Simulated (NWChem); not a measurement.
All runs are NWChem calculations. System: H7NO2Si2, charge 0, spin multiplicity 1, at a geometry optimised with PBE0/def2-SVP. The structure started from a generated list of species. Level: RHF/def2-SVP.

Input file:

```
start mol
memory heap 200 mb stack 800 mb global 1000 mb
geometry units angstroms nocenter noautoz
  N     -1.849806    -0.629787     0.000000
  Si    -0.346170     0.230055     0.000000
  O     -0.313914     1.120952    -1.404780
  O     -0.313914     1.120952     1.404780
  Si     1.648500    -0.984344     0.000000
  H     -2.131769    -1.137090     0.832525
  H     -2.131769    -1.137090    -0.832525
  H     -1.134794     1.570115    -1.633484
  H     -1.134794     1.570115     1.633484
  H      1.709436    -1.867027    -1.208147
  H      2.852894    -0.098682     0.000000
  H      1.709436    -1.867027     1.208147
  symmetry group Cs
end
basis spherical
  * library def2-svp
end
scf
  rhf
  nopen 0
  maxiter 100
  thresh 1e-7
  semidirect memsize 60000000 filesize 0
end
task scf energy
```

Output (cleaned and shortened):

```
             Northwest Computational Chemistry Package (NWChem) 7.3.0
             --------------------------------------------------------

                                NWChem Input Module
                                -------------------

 Scaling coordinates for geometry "geometry" by  1.889725989
 (inverse scale =  0.529177249)

 Turning off AUTOSYM since
 SYMMETRY directive was detected!

                             Geometry "geometry" -> ""
                             -------------------------

 Output coordinates in angstroms (scale by  1.889725989 to convert to a.u.)

  No.       Tag          Charge          X              Y              Z
 ---- ---------------- ---------- -------------- -------------- --------------
    1 N                    7.0000    -1.84980600    -0.62978700     0.00000000
    2 Si                  14.0000    -0.34617000     0.23005500     0.00000000
    3 O                    8.0000    -0.31391400     1.12095200    -1.40478000
    4 O                    8.0000    -0.31391400     1.12095200     1.40478000
    5 Si                  14.0000     1.64850000    -0.98434400     0.00000000
    6 H                    1.0000    -2.13176900    -1.13709000     0.83252500
    7 H                    1.0000    -2.13176900    -1.13709000    -0.83252500
    8 H                    1.0000    -1.13479400     1.57011500    -1.63348400
    9 H                    1.0000    -1.13479400     1.57011500     1.63348400
   10 H                    1.0000     1.70943600    -1.86702700    -1.20814700
   11 H                    1.0000     2.85289400    -0.09868200     0.00000000
   12 H                    1.0000     1.70943600    -1.86702700     1.20814700

 Effective nuclear repulsion energy (a.u.)     312.0958334290

            Nuclear Dipole moment (a.u.)
            ----------------------------
        X                 Y               Z
 ---------------- ---------------- ----------------
    -0.0000113384    -0.0000170075     0.0000000000

      Symmetry information
      --------------------

 Group name             Cs
 Group number              2
 Group order               2
 No. of unique centers     8

      Symmetry unique atoms

     1    2    3    5    6    8   10   11


 Summary of "ao basis" -> "" (spherical)
 ------------------------------------------------------------------------------
       Tag                 Description            Shells   Functions and Types
 ---------------- ------------------------------  ------  ---------------------
 *                          def2-svp                  on all atoms

 Summary of "ao basis" -> "ao basis" (spherical)
 ------------------------------------------------------------------------------
       Tag                 Description            Shells   Functions and Types
 ---------------- ------------------------------  ------  ---------------------
 N                          def2-svp                 6       14   3s2p1d
 Si                         def2-svp                 8       18   4s3p1d
 O                          def2-svp                 6       14   3s2p1d
 H                          def2-svp                 3        5   2s1p

                                 NWChem SCF Module
                                 -----------------

  ao basis        = "ao basis"
  functions       =   113
  atoms           =    12
  closed shells   =    29
  open shells     =     0
  charge          =   0.00
  wavefunction    = RHF
  use symmetry    = T
  symmetry adapt  = T

 Summary of "ao basis" -> "ao basis" (spherical)
 ------------------------------------------------------------------------------
       Tag                 Description            Shells   Functions and Types
 ---------------- ------------------------------  ------  ---------------------
 N                          def2-svp                 6       14   3s2p1d
 Si                         def2-svp                 8       18   4s3p1d
 O                          def2-svp                 6       14   3s2p1d
 H                          def2-svp                 3        5   2s1p

      Symmetry analysis of basis
      --------------------------

        a'         69
        a"         44

 Forming initial guess at       0.1s

      Superposition of Atomic Density Guess
      -------------------------------------

 Sum of atomic energies:        -784.59853106

      Non-variational initial energy
      ------------------------------

 Total energy =    -786.450983
 1-e energy   =   -1705.266333
 2-e energy   =     606.719517
 HOMO         =      -0.311534
 LUMO         =       0.056459

      Symmetry analysis of molecular orbitals - initial
      -------------------------------------------------

  Numbering of irreducible representations:

     1 a'          2 a"

  Orbital symmetries:

     1 a'          2 a'          3 a'          4 a"          5 a'
     6 a'          7 a'          8 a'          9 a"         10 a'
    11 a"         12 a'         13 a'         14 a'         15 a"
    16 a'         17 a'         18 a'         19 a"         20 a'
    21 a"         22 a'         23 a"         24 a'         25 a"
    26 a'         27 a"         28 a'         29 a'         30 a'
    31 a'         32 a"         33 a'         34 a'         35 a"
    36 a'         37 a"         38 a"         39 a'

 Starting SCF solution at       1.2s

 ----------------------------------------------
         Quadratically convergent ROHF

 Convergence threshold     :          1.000E-07
 Maximum no. of iterations :          100
 Final Fock-matrix accuracy:          1.000E-09
 ----------------------------------------------

              iter       energy          gnorm     gmax       time
             ----- ------------------- --------- --------- --------
                 1     -785.7751961246  1.38D+00  2.76D-01      1.2
                 2     -785.8784746433  3.57D-01  6.79D-02      1.4
                 3     -785.8915388891  2.19D-02  3.97D-03      1.7
                 4     -785.8915934228  1.12D-04  2.94D-05      2.2
                 5     -785.8915934246  3.83D-09  5.86D-10      3.0

       Final RHF  results
       ------------------

         Total SCF energy =   -785.891593424642
      One-electron energy =  -1709.862719489668
      Two-electron energy =    611.875292635981
 Nuclear repulsion energy =    312.095833429045

        Time for solution =      1.9s

       Symmetry analysis of molecular orbitals - final
       -----------------------------------------------

  Numbering of irreducible representations:

     1 a'          2 a"

  Orbital symmetries:

     1 a'          2 a'          3 a'          4 a"          5 a'
     6 a'          7 a'          8 a"          9 a'         10 a'
    11 a"         12 a'         13 a'         14 a'         15 a"
    16 a'         17 a'         18 a"         19 a'         20 a"
    21 a'         22 a'         23 a"         24 a'         25 a"
    26 a'         27 a"         28 a'         29 a'         30 a'
    31 a'         32 a"         33 a'         34 a'         35 a"
    36 a"         37 a'         38 a"         39 a'

             Final eigenvalues
             -----------------

              1
    1  -68.8037
    2  -68.7345
    3  -20.5491
    4  -20.5491
    5  -15.5458
    6   -6.1639
    7   -6.1090
    8   -4.2761
    9   -4.2753
   10   -4.2745
   11   -4.2189
   12   -4.2189
   13   -4.2187
   14   -1.3273
   15   -1.3063
   16   -1.1242
   17   -0.7687
   18   -0.6940
   19   -0.6929
   20   -0.6593
   21   -0.6484
   22   -0.5687
   23   -0.5397
   24   -0.5107
   25   -0.4966
   26   -0.4743
   27   -0.4683
   28   -0.4553
   29   -0.3838
   30    0.1522
   31    0.1587
   32    0.1617
   33    0.2080
   34    0.2242
   35    0.2255
   36    0.2512
   37    0.2528
   38    0.2825
   39    0.3047

                       ROHF Final Molecular Orbital Analysis
                       -------------------------------------

 Vector   27  Occ=2.000000D+00  E=-4.683406D-01  Symmetry=a"
              MO Center=  1.6D+00, -1.5D+00, -2.1D-14, r^2= 2.6D+00
   Bfn.  Coefficient  Atom+Function         Bfn.  Coefficient  Atom+Function
  ----- ------------  ---------------      ----- ------------  ---------------
    99      0.314392  10 H  s               109     -0.314392  12 H  s
    70     -0.280028   5 Si pz              100      0.200226  10 H  s
   110     -0.200226  12 H  s                73     -0.197906   5 Si pz
    67      0.158676   5 Si pz

 Vector   28  Occ=2.000000D+00  E=-4.552848D-01  Symmetry=a'
              MO Center= -2.8D-01, -6.5D-01, -9.4D-15, r^2= 4.5D+00
   Bfn.  Coefficient  Atom+Function         Bfn.  Coefficient  Atom+Function
  ----- ------------  ---------------      ----- ------------  ---------------
     5      0.315688   1 N  py                8     -0.269059   1 N  py
     4     -0.198765   1 N  px               69      0.192585   5 Si py
     7      0.183880   1 N  px               17      0.162384   2 Si s
    99     -0.151557  10 H  s               109     -0.151557  12 H  s

 Vector   29  Occ=2.000000D+00  E=-3.838303D-01  Symmetry=a'
              MO Center= -5.3D-02, -5.0D-01, -3.5D-15, r^2= 3.9D+00
   Bfn.  Coefficient  Atom+Function         Bfn.  Coefficient  Atom+Function
  ----- ------------  ---------------      ----- ------------  ---------------
     4      0.290573   1 N  px                7     -0.278311   1 N  px
    68     -0.233171   5 Si px                5     -0.208449   1 N  py
     8      0.207859   1 N  py               22      0.196198   2 Si px
    71     -0.190689   5 Si px               17      0.183839   2 Si s

 Vector   30  Occ=0.000000D+00  E= 1.522006D-01  Symmetry=a'
              MO Center=  2.5D-04, -9.3D-01,  6.4D-14, r^2= 6.3D+00
   Bfn.  Coefficient  Atom+Function         Bfn.  Coefficient  Atom+Function
  ----- ------------  ---------------      ----- ------------  ---------------
     3      0.975152   1 N  s               105     -0.889337  11 H  s
    72      0.814004   5 Si py               80     -0.555784   6 H  s
    85     -0.555784   7 H  s                71      0.523460   5 Si px
   100      0.319235  10 H  s               110      0.319235  12 H  s
    18     -0.278284   2 Si s                26      0.209548   2 Si py

 Vector   31  Occ=0.000000D+00  E= 1.586591D-01  Symmetry=a'
              MO Center= -9.4D-01,  6.4D-01, -2.0D-15, r^2= 7.5D+00
   Bfn.  Coefficient  Atom+Function         Bfn.  Coefficient  Atom+Function
  ----- ------------  ---------------      ----- ------------  ---------------
    90      0.707099   8 H  s                95      0.707099   9 H  s
     3     -0.613337   1 N  s                35     -0.546442   3 O  s
    49     -0.546442   4 O  s                80      0.448387   6 H  s
    85      0.448387   7 H  s                72      0.375273   5 Si py
    71      0.371175   5 Si px              105     -0.334673  11 H  s

 Vector   32  Occ=0.000000D+00  E= 1.617095D-01  Symmetry=a"
              MO Center=  7.0D-01, -2.4D-01, -1.4D-14, r^2= 6.0D+00
   Bfn.  Coefficient  Atom+Function         Bfn.  Coefficient  Atom+Function
  ----- ------------  ---------------      ----- ------------  ---------------
    73      1.086627   5 Si pz              100      0.795936  10 H  s
   110     -0.795936  12 H  s                35      0.431179   3 O  s
    49     -0.431179   4 O  s                90     -0.381480   8 H  s
    95      0.381480   9 H  s                27      0.345140   2 Si pz

 center of mass
 --------------
 x =   0.00393153 y =   0.05110008 z =   0.00000000

 moments of inertia (a.u.)
 ------------------
         577.500665968673         171.402623871024           0.000000000000
         171.402623871024         818.286026701647           0.000000000000
           0.000000000000           0.000000000000         875.508674273817

  Mulliken analysis of the total density
  --------------------------------------

    Atom       Charge   Shell Charges
 -----------   ------   -------------------------------------------------------
    1 N    7     7.58   1.99  0.94  0.52  2.41  1.71  0.01
    2 Si  14    12.94   2.00  1.99  0.86 -0.06  5.94  1.09  0.60  0.50
    3 O    8     8.57   1.99  1.05  0.70  2.86  1.97  0.01
    4 O    8     8.57   1.99  1.05  0.70  2.86  1.97  0.01
    5 Si  14    13.66   2.00  1.99  0.97  0.22  5.94  1.28  1.08  0.17
    6 H    1     0.85   0.70  0.10  0.05
    7 H    1     0.85   0.70  0.10  0.05
    8 H    1     0.79   0.66  0.06  0.07
    9 H    1     0.79   0.66  0.06  0.07
   10 H    1     1.14   0.74  0.40  0.01
   11 H    1     1.13   0.73  0.38  0.01
   12 H    1     1.14   0.74  0.40  0.01

       Multipole analysis of the density wrt the origin
       ------------------------------------------------

     L   x y z        total         open         nuclear
     -   - - -        -----         ----         -------
     0   0 0 0      0.000000      0.000000     58.000000

     1   1 0 0     -1.423507      0.000000     -0.000011
     1   0 1 0     -0.126523      0.000000     -0.000017
     1   0 0 1      0.000000      0.000000      0.000000

     2   2 0 0    -32.538890      0.000000    324.610784
     2   1 1 0     -0.806810      0.000000    -95.304516
     2   1 0 1     -0.000000      0.000000      0.000000
     2   0 2 0    -32.645253      0.000000    184.569605
     2   0 1 1     -0.000000      0.000000      0.000000
     2   0 0 2    -35.224630      0.000000    147.186714

 Task  times  cpu:        3.0s     wall:        3.0s

 Total times  cpu:        3.1s     wall:        3.1s
```
